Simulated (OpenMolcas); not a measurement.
Rh5+ (d4) among equal point charges was computed by CASSCF with the d shell active (OpenMolcas, ANO-RCC-VDZP on the metal). Its lowest spin-free states, and all those of the highest spin:

| 2S+1 | Degeneracy | E (cm-1) |
| --- | --- | --- |
| 5 | 3 | 0.0 |
| 5 | 2 | 1844 |
| 3 | 3 | 20547 |
| 3 | 3 | 21237 |
| 3 | 3 | 22180 |
| 3 | 2 | 22649 |
| 3 | 3 | 24363 |
| 3 | 3 | 25020 |
| 3 | 3 | 25661 |
| 3 | 1 | 25960 |
| 3 | 3 | 26523 |
| 3 | 2 | 27363 |

Question: Is the site octahedral, tetrahedral or cube-like, axial, or of lower symmetry?

Answer: The states with 2S+1 = 5 have orbital degeneracies 3, 2. Threefold states need a cubic site. For d4 at this spin an octahedron puts the twofold E below the threefold T2 and a tetrahedron or cube puts the threefold T2 below the twofold E, so the site is a tetrahedron or a cube, which this pattern cannot tell apart. The first gap at this spin, 1840 cm-1, is |10Dq| in ligand-field theory. The run had Rh5+ among 4 point charges of -2 e arranged as a tetrahedron (Td), 2.07 Å from the ion.

An orbital triplet at a regular site is open to Jahn-Teller coupling, which can distort the site and quench the lowest spin-orbit gaps and is left out. Without dynamic correlation the repulsion within the d shell is too large (B by tens of per cent), so at a given field states of lower spin stand too high. Point charges give a weaker field than real ligands, and real ions of this kind are as a rule low spin; the high spin found here belongs to the model. The ground term spreads over less than 5000 cm-1, several times less than with real ligands, so orbital moments are less quenched and χT lies further from the spin-only value than at real sites. Point charges carry no covalency, so the field is a model and not that of real ligands. No measured value stands beside these numbers.
